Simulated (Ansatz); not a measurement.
C₆H₁₅GaO (`C[CH](C)[Ga]([OH])[CH](C)C`), relaxed with RKS PBE0-D4/def2-TZVP in the Gaussian-basis code of Ansatz from a GFN2-xTB geometry. The force threshold is 0.005 eV/Å; the program also tests the step.

Total charge 0; spin multiplicity 1.

Start:

```xyz
23

C    -0.026    2.358    2.057
C    -0.417    0.918    1.752
C     0.367   -0.075    2.606
Ga   -0.082    0.489   -0.297
O     0.712    1.641   -1.306
C    -0.451   -1.302   -1.344
C     0.856   -2.066   -1.536
C    -1.105   -0.996   -2.686
H    -0.184    2.590    3.112
H     1.028    2.525    1.826
H    -0.621    3.052    1.459
H    -1.485    0.786    1.962
H     0.093   -1.101    2.354
H     1.439    0.042    2.446
H     0.160    0.082    3.667
H     1.095    2.489   -1.502
H    -1.134   -1.909   -0.736
H     1.297   -2.331   -0.574
H     0.684   -2.984   -2.102
H     1.572   -1.455   -2.087
H    -2.076   -0.518   -2.545
H    -0.472   -0.323   -3.265
H    -1.249   -1.912   -3.263
```

```tsv
step	energy (eV)	largest force (eV/Å)	largest move (Å)
1	-60879.1236	1.757	0.000
2	-60879.3517	1.014	0.150
3	-60879.4188	0.571	0.056
4	-60879.4718	0.492	0.078
5	-60879.5070	2.423	0.195
6	-60879.5840	1.121	0.105
7 (rejected)	-60879.5771	0.446	0.116
8	-60879.6105	0.184	0.056
9	-60879.6164	0.099	0.100
10	-60879.6165	0.209	0.025
11	-60879.6184	0.035	0.041
12	-60879.6187	0.019	0.011
13	-60879.6188	0.006	0.012
14	-60879.6189	0.016	0.015
15	-60879.6191	0.026	0.042
16	-60879.6193	0.020	0.034
17	-60879.6194	0.020	0.029
18	-60879.6195	0.018	0.019
19	-60879.6195	0.013	0.024
20	-60879.6195	0.016	0.015
21	-60879.6196	0.006	0.007
22	-60879.6196	0.003	0.003
```

End:

```xyz
23

C     0.126    2.315    1.939
C    -0.376    0.915    1.611
C     0.272   -0.139    2.507
Ga   -0.142    0.446   -0.308
O     0.521    1.720   -1.402
C    -0.432   -1.256   -1.280
C     0.906   -1.974   -1.455
C    -1.103   -1.017   -2.628
H    -0.037    2.559    2.995
H     1.201    2.410    1.753
H    -0.379    3.084    1.347
H    -1.460    0.885    1.788
H    -0.109   -1.144    2.306
H     1.358   -0.168    2.375
H     0.087    0.075    3.566
H     0.711    2.553   -0.966
H    -1.083   -1.886   -0.664
H     1.386   -2.207   -0.499
H     0.772   -2.922   -1.990
H     1.608   -1.371   -2.039
H    -2.101   -0.583   -2.525
H    -0.514   -0.335   -3.248
H    -1.211   -1.958   -3.182
```

It took 61 s on 4 threads of an AMD EPYC 7R13 on a shared host and a share of an NVIDIA H100 80 GB, with 1.1 GiB of host memory at the peak.
